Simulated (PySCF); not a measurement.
# Two-component Hartree-Fock for Ag²⁺ (silver, charge +2)

Start: [Kr] 4d8 5s1; 4d3/2 filled at m_j = -1/2, +1/2, +3/2; 4d5/2 filled at m_j = -3/2, -1/2, +1/2, +3/2, +5/2; 5s1/2 filled at m_j = +1/2. Calculated with PySCF 2.14 in x2c-TZVPall-2c: generalised Hartree-Fock with the X2C-1e Hamiltonian and a Gaussian nucleus; one run each with spin-orbit coupling (SO) switched off, then screened by Boettger's factors. This is a chosen level, not necessarily the ground level.

```csv
spinor shell,electrons,"ε, spin-free (eV)","ε, screened SO (eV)",weight of nominal j (screened SO),"rms radius, screened SO (bohr)"
1s1/2,2,-25674.6,-25672.5,1.000,0.0357
2s1/2,2,-3891.3,-3890.7,1.000,0.146
2p1/2,2,-3486.4,-3607.8,1.000,0.127
2p3/2,4,-3486.4,-3430.3,1.000,0.131
3s1/2,2,-774.08,-773.88,1.000,0.392
3p1/2,2,-637.74,-659.91,1.000,0.387
3p3/2,4,-637.74,-627.36,1.000,0.398
3d3/2,4,-423.19,-427.20,0.997,0.374
3d5/2,6,-423.19,-420.28,0.998,0.377
4s1/2,2,-144.40,-144.33,1.000,0.970
4p1/2,2,-101.93,-107.16,0.951,1.05
4p3/2,4,-101.93,-99.392,0.975,1.07
4d5/2,5,-41.287,-41.170,0.617,1.37
4d3/2,3,-41.287,-41.523,0.648,1.36
5s1/2,1,-25.715,-25.711,1.000,2.71
```

| quantity | spin-free | screened SO |
| --- | --- | --- |
| E (hartree) | -5311.09623 | -5312.09342 |
| M_J | 9/2 | 9/2 |
| ⟨J²⟩ | 24.756 | 24.756 |
| ⟨L²⟩ | 12.005 | 12.067 |
| ⟨S²⟩ | 3.751 | 3.746 |

Each row is a mean over spinors that exchange with the open shell spreads, by up to 8.766 eV (4p3/2).

Rows whose weight is well below 1 are mixtures of j = l ± 1/2: exchange outweighs spin-orbit coupling there, and the label is only the starting occupation.

Breit and QED terms are absent; they matter most for the inner s and p1/2 levels.

Densities and radii are taken from the X2C orbitals without a picture-change correction, which distorts them close to the nucleus.

Without spin-orbit coupling the j labels of p, d and f shells carry no meaning; the spin-free column gives the mean over the occupied spinors of each nl shell.
